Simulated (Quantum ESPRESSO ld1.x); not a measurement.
The numbers below are computed, except where a source is named.
Question: All-electron atom: Ge II in [Ar] 3d8 4s1.5 4p3.5 (fractional occupations, a model configuration). Code: ld1.x of Quantum ESPRESSO 7.5. Model: Dirac Kohn-Sham, revPBE, spin-unpolarised, spherical densities, point nucleus; open shells are shared between the two j in proportion to 2j + 1.

Spin-orbit splittings of the eigenvalues, e(l+1/2) - e(l-1/2), with zeta = 2 splitting/(2l+1) and mean radii in bohr:

| shell | occ. | splitting (eV) | zeta (eV) | <r> j=l-1/2 | <r> j=l+1/2 |
|---|---|---|---|---|---|
| 2p | 6 | 31.84 | 21.23 | 0.1813 | 0.1849 |
| 3p | 6 | 4.479 | 2.986 | 0.6249 | 0.6346 |
| 3d | 8 | 0.6661 | 0.2664 | 0.6705 | 0.6743 |
| 4p | 3.5 | ? | ? | 2.162 | 2.194 |

Estimate the 4p splitting.

Answer: 0.3720 eV (zeta = 0.2480 eV).
